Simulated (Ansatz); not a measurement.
`CO[SiH2][NH][GeH3]` + H₂Se → `CO[SiH2][SeH]` + `[NH2][GeH3]`  (ligand exchange at the Si–N bond)

Computed with Ansatz on PBE0-D4/def2-TZVP structures; ΔE is electronic, products minus reactants. CBS: MP2 limit from def2 TZ/QZ plus the TZ coupled-cluster correction, frozen cores. DFT in def2-TZVPP. For Ge, Se outer-core shells are correlated without core-valence functions, which leaves a few kJ/mol of doubt a bond. Scalar relativity is left out up to krypton. Each species was taken in one conformer, which may not be the lowest.

`CO[SiH2][NH][GeH3]`:

Cartesian coordinates in Å:
```
C 0.708 -1.248 2.164
O -0.080 -0.533 1.244
Si -0.086 -0.874 -0.367
N -0.936 0.317 -1.236
Ge -0.381 2.052 -1.509
H 0.662 -0.739 3.128
H 1.758 -1.297 1.849
H 0.340 -2.273 2.298
H -0.742 -2.190 -0.601
H 1.332 -0.912 -0.819
H -1.920 0.156 -1.387
H -1.070 3.022 -0.531
H 1.137 2.053 -1.281
H -0.721 2.464 -2.952
```

H₂Se:

```xyz
3

Se    0.666   -0.014    0.157
H    -0.148   -0.599   -0.914
H    -0.518    0.612    0.756
```

`CO[SiH2][SeH]`:

```xyz
10

C     1.527   -0.386   -0.636
O     0.641    0.012    0.387
Si   -0.985   -0.150    0.254
Se   -2.008    0.917    1.965
H     1.570   -1.478   -0.723
H     1.238    0.031   -1.607
H     2.523   -0.020   -0.383
H    -1.420    0.399   -1.058
H    -1.410   -1.569    0.373
H    -1.676    2.244    1.429
```

`[NH2][GeH3]`:

```xyz
7

N     0.859   -0.381   -0.684
Ge   -0.509    0.060    0.470
H     0.609   -0.296   -1.660
H     1.705    0.150   -0.530
H     0.019   -0.171    1.894
H    -1.003    1.522    0.352
H    -1.680   -0.883    0.156
```

```csv
level,ΔE (kJ/mol)
ωB97M-V,14.1
HF/def2-TZVPP,18.5
```

(1) What does CCSD(T)/CBS give? (An estimate is asked.)

Largest T1 diagnostic among the species: 0.011.

Answers

(1) Computed: +12.1 kJ/mol. The listed levels differ from it by 2.0, 6.4 kJ/mol.

From PBE to PBE0 (25 % exact exchange), in def2-TZVPP and without D4, ΔE moves by +3.2 kJ/mol. The D4 term adds +4.0 kJ/mol with B3LYP and +2.5 kJ/mol with PBE0; it sums over pairs of atoms, weighted by their polarisabilities, and B3LYP, whose exchange is more repulsive, gets the larger term.

B3LYP here is the variant with VWN-RPA as its local correlation; programs differ in this.
